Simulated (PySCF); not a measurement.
Compound: C₅H₁₁Si (doublet state).
Structure used (GFN2-xTB), in Å, numbered top down from 1:
```xyz
17
C5H11Si angstrom
C     -1.538    1.337    1.111
Si    -0.805   -0.223    0.293
C     -1.823   -0.733   -1.238
C      0.992    0.097   -0.206
C      2.107   -0.053    0.791
C      1.973   -1.035   -0.325
H     -0.962    1.645    1.978
H     -2.561    1.170    1.434
H     -1.545    2.168    0.408
H     -1.410   -1.614   -1.720
H     -1.833    0.070   -1.974
H     -2.853   -0.949   -0.973
H      1.135    0.897   -0.929
H      2.923    0.654    0.760
H      1.859   -0.382    1.789
H      2.698   -1.006   -1.125
H      1.636   -2.032   -0.084
```

The hyperfine couplings belong to this conformer and change with its torsions.

The species is `C[Si](C)C1CC1` [radical].

Level of theory: PySCF, UKS B3LYP, pcH-1 on C H Si, non-relativistic, mean-field spin-orbit, GIAO. Isolated species at its GFN2-xTB geometry (one conformer only). Couplings are sensitive to structure, and on GFN2-xTB geometries they can be far from those on DFT ones, by a factor of two or more for some ions and for spin on atoms past the first row. Stability of the SCF solution: not tested.

Predict the first-order ENDOR lines of H13, H7 (×6), H14/H16 and H15/H17 under fast tumbling at B = 3346.2 mT (W band).

For S = 1/2 in fast tumbling each set of equivalent nuclei gives two lines, ν± = |νn ± a/2| to first order, with νn = g_N μN B/h and μN/h = 7.62259 MHz/T.

| nuclei | isotope | g_N | νn (MHz) | a_iso (MHz) | lower line (MHz) | upper line (MHz) |
| --- | --- | --- | --- | --- | --- | --- |
| H13 | 1H | 5.5857 | 142.47 | 41.76 | 121.59 | 163.35 |
| H7 (×6) | 1H | 5.5857 | 142.47 | 19.06 | 132.94 | 152.00 |
| H14/H16 | 1H | 5.5857 | 142.47 | -0.84 | 142.05 | 142.89 |
| H15/H17 | 1H | 5.5857 | 142.47 | -0.73 | 142.11 | 142.84 |

Which pairs are centred on the nuclear Larmor frequency, and which on half the coupling?

Centred on νn, since |a| < 2νn: H13, H7 (×6), H14/H16 and H15/H17. No pair has |a| > 2νn.

Means are taken over nuclei equivalent by connectivity, which assumes that they swap fast. The six 1H nuclei of mean +19.1 MHz run from 0.9 to 55.1 MHz in the frozen geometry.

The run took 58 s wall (with the writing of density and orbital grids) on one thread of an Arm Neoverse V2, shared host with 96 logical CPUs at a one-minute load of 42, and the process peaked at 0.96 GiB of memory.
